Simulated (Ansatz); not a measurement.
C3H10O4Ti (`CC(C)[O][Ti]([OH])([OH])[OH]`), 18 atoms. Total charge 0; spin multiplicity 1. Correlated methods include outer-core shells of Ti, which these sets cover unevenly. Scalar relativity is left out up to krypton. Hardware: A = 4 threads of an AMD EPYC 7R13 on a shared host and a share of an NVIDIA H100 80 GB; B = 4 threads of an AMD EPYC 7R13 on a shared host. Correlated methods freeze the cores. Open-shell runs search over several starts.

(1) Give the basis size and wall time and peak host memory of each of these runs in Ansatz. RHF-CCSD(T)/def2-TZVPP energy [A]; RKS r2SCAN-D4/def2-TZVPP energy and forces [A]; UHF-MP2/def2-QZVPP energy of the cation [A]; UKS PBE0-D4/def2-TZVPP energy of the cation [A]; RKS PBE0-D4/def2-TZVPP energy [A]; RKS BHLYP-D4/def2-TZVPP energy [A]; UKS B2PLYP (frozen core)/def2-TZVPP energy of the cation [A]; UHF-CCSD(T)/def2-TZVPP energy of the cation [A]; RKS ωB97M-V/def2-SVP energy [B]; RKS ωB97M-V/def2-TZVPP energy and forces [A]; UKS PBE-D4/def2-TZVPP energy of the cation [A]; UKS r2SCAN-D4/def2-TZVPP energy of the cation [A]. (An estimate is asked.)

## Answers

(1) Computed: Other jobs shared the machine, so times are rough.

| level | job | functions | wall time | peak host memory (GiB) |
| --- | --- | --- | --- | --- |
| RKS r2SCAN-D4/def2-TZVPP | energy and forces [A] | 421 | 4.9 s | 0.97 |
| RKS PBE0-D4/def2-TZVPP | energy [A] | 421 | 6.5 s | 0.93 |
| RKS BHLYP-D4/def2-TZVPP | energy [A] | 421 | 7.5 s | 0.94 |
| RKS ωB97M-V/def2-TZVPP | energy and forces [A] | 421 | 8.5 s | 1.1 |
| RKS ωB97M-V/def2-SVP | energy [B] | 179 | 9.5 s | 0.95 |
| UKS PBE-D4/def2-TZVPP | energy of the cation [A] | 421 | 14 s | 1.1 |
| UKS PBE0-D4/def2-TZVPP | energy of the cation [A] | 421 | 16 s | 1.1 |
| UKS B2PLYP (frozen core)/def2-TZVPP | energy of the cation [A] | 421 | 17 s | 2.2 |
| UKS r2SCAN-D4/def2-TZVPP | energy of the cation [A] | 421 | 18 s | 1.2 |
| RHF-CCSD(T)/def2-TZVPP | energy [A] | 421 | 28 s | 0.9 |
| UHF-MP2/def2-QZVPP | energy of the cation [A] | 792 | 41 s | 1.6 |
| UHF-CCSD(T)/def2-TZVPP | energy of the cation [A] | 421 | 8 min | 2.1 |
